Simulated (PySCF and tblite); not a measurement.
Results of a calculation; reference values are marked as such.
System: C5H7FO2, numbered as in [CH3:1][C:2](=[O:3])/[C:4]([F:5])=[C:6](/[CH3:7])[OH:8].

The path came from a restrained scan, a climbing-image band and a saddle search at GFN2-xTB; energies are B3LYP/pcSseg-1 + D3(BJ)//GFN2-xTB, thermal terms GFN2-xTB. Rates follow Eyring's equation with the number of equivalent paths and no tunnelling. (PySCF 2.14 with density fitting, tblite 0.8.)

Task: How high is the barrier to the rotation about the C6–O8 bond (torsion C4–C6–O8–H from 0° to 180°, rising), through which structure does it pass, and what rate follows at 298 K?

Result: The electronic barrier is 18.1 kcal/mol and ΔG‡(298 K) 17.4 kcal/mol, over a C1 saddle with an imaginary mode of 520i cm⁻¹ (GFN2-xTB). With 2 equivalent paths, k is 2.2 s⁻¹, a mean lifetime of the start of 450 ms against this motion. The end lies 15.2 kcal/mol above the start in free energy.
